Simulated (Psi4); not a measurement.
C$_{2}$H$_{5}$Si (SMILES [CH2][Si]C), doublet, at a GFN2-xTB geometry.

Here is a job for Psi4.
```
memory 2 GB

molecule {
0 2
C     1.61953144    0.05803377   -0.23682467
Si    0.02757061   -0.31501688    0.47248309
C    -1.50296767    0.33793466   -0.46954040
H     2.49596000   -0.47529916    0.10355807
H     1.84054048    1.09295016   -0.47418082
H    -1.25694284    1.27314064   -0.96834207
H    -1.81688614   -0.37491229   -1.22837557
H    -2.34804259    0.51854633    0.19076750
}

set {
  basis 6-31g*
  reference uhf
  freeze_core true
  mp2_type conv
  scf_type pk
  puream true
  d_convergence 1e-8
}

energy('ccsd(t)')
print_variables()
```

**Question.** What does this run give for the coupled-cluster correlation energy (without the perturbative part), SCF-reference <S^2>, MP2 correlation energy, number of basis functions?

**Answer.** 
```json
{
  "coupled-cluster correlation energy (without the perturbative part)": "-0.3725 Eh",
  "SCF-reference <S^2>": "0.787",
  "MP2 correlation energy": "-0.3311 Eh",
  "number_of_basis_functions": "56"
}
```

These values belong to the state on which the SCF converged, which isn't shown to be the lowest.
